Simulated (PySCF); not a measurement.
# Si6H11F

The system: Si6H11F, a molecule; neutral, singlet. The structure was relaxed in the gas phase by PBE0-D3(BJ)/def2-SVP. No frequency run checks that it is a minimum.

SMILES: F[SiH]1[SiH2][SiH2][SiH2][SiH2][SiH2]1

```xyz
18

Si    2.074    0.830   -0.384
Si    1.731   -1.214    0.719
Si   -0.228   -2.190   -0.132
Si   -2.068   -0.798    0.304
Si   -1.720    1.252   -0.784
Si    0.222    2.159    0.173
F     0.041    2.024    1.799
H     3.360    1.474    0.032
H     2.089    0.616   -1.866
H     2.900   -2.131    0.533
H     1.556   -0.939    2.179
H    -0.082   -2.338   -1.615
H    -0.442   -3.547    0.464
H    -2.160   -0.543    1.776
H    -3.338   -1.443   -0.158
H    -2.894    2.167   -0.626
H    -1.474    1.020   -2.243
H     0.415    3.608   -0.139
```
Atoms count from 1 in this order.

Shieldings: GIAO PBE0/pcSseg-1. Shifts are against computed references at the same level: H TMS (σ 31.27 ppm), Si TMS (σ 352.0 ppm). Core levels by delta-SCF with SCAN, pcX-2 on the ionised atom and pcseg-1 elsewhere, spin-free X2C (2p3/2 is the spin-free 2p value less a third of a first-order spin-orbit splitting); from the vacuum level, for chosen atoms.

**Question.** Give the NMR and core-level values of the distinct atoms.

**Answer.** 
```json
{"atoms": "Si1 Si5", "bonded to": "2 Si + 2 H", "σ (ppm)": "460.8", "δ (ppm)": "-108.8", "core level (eV)": "2p3/2 106.16"}
{"atoms": "Si2 Si4", "bonded to": "2 Si + 2 H", "σ (ppm)": "463.7", "δ (ppm)": "-111.7", "core level (eV)": "2p3/2 106.12"}
{"atoms": "Si3", "bonded to": "2 Si + 2 H", "σ (ppm)": "462.8", "δ (ppm)": "-110.8", "core level (eV)": "2p3/2 106.10"}
{"atoms": "Si6", "bonded to": "1 F + 2 Si + 1 H", "σ (ppm)": "318.5", "δ (ppm)": "33.5", "core level (eV)": "2p3/2 107.16"}
{"atoms": "F7", "bonded to": "1 Si", "σ (ppm)": "434.0", "δ (ppm)": "-", "core level (eV)": "1s 691.71"}
{"atoms": "H8 H16", "bonded to": "1 Si", "σ (ppm)": "27.41", "δ (ppm)": "3.85", "core level (eV)": "-"}
{"atoms": "H9 H17", "bonded to": "1 Si", "σ (ppm)": "28.00", "δ (ppm)": "3.27", "core level (eV)": "-"}
{"atoms": "H10 H15", "bonded to": "1 Si", "σ (ppm)": "27.40", "δ (ppm)": "3.86", "core level (eV)": "-"}
{"atoms": "H11 H14", "bonded to": "1 Si", "σ (ppm)": "27.52", "δ (ppm)": "3.75", "core level (eV)": "-"}
{"atoms": "H12", "bonded to": "1 Si", "σ (ppm)": "27.77", "δ (ppm)": "3.50", "core level (eV)": "-"}
{"atoms": "H13", "bonded to": "1 Si", "σ (ppm)": "27.39", "δ (ppm)": "3.88", "core level (eV)": "-"}
{"atoms": "H18", "bonded to": "1 Si", "σ (ppm)": "24.80", "δ (ppm)": "6.46", "core level (eV)": "-"}
```

Values are those of this one static structure; atoms that internal rotation interchanges would show their mean in an NMR spectrum.

**Question.** Which of Si2, Si3, Si5, Si6 holds its core electrons tightest, and by how much against the loosest?

**Answer.** Si6 (bonded to 1 F + 2 Si + 1 H), by 1.06 eV over Si3 (bonded to 2 Si + 2 H).

**Question.** By CAM-B3LYP/def2-SVPD (TDDFT singlets, Tamm-Dancoff triplets, ionisation by delta-SCF), where does absorption start, and what does vertical ionisation take?

**Answer.** The lowest singlet lies at 5.55 eV (f 0.013), the strongest of the first 6 at 6.23 eV (f 0.058), the lowest triplet at 5.00 eV; vertical ionisation takes 9.43 eV.

The 3 runs behind this took 11 min in all, one thread each of Arm Neoverse V1 on a shared host, launched as `OMP_NUM_THREADS=1 python cluster_run.py task.json out`.
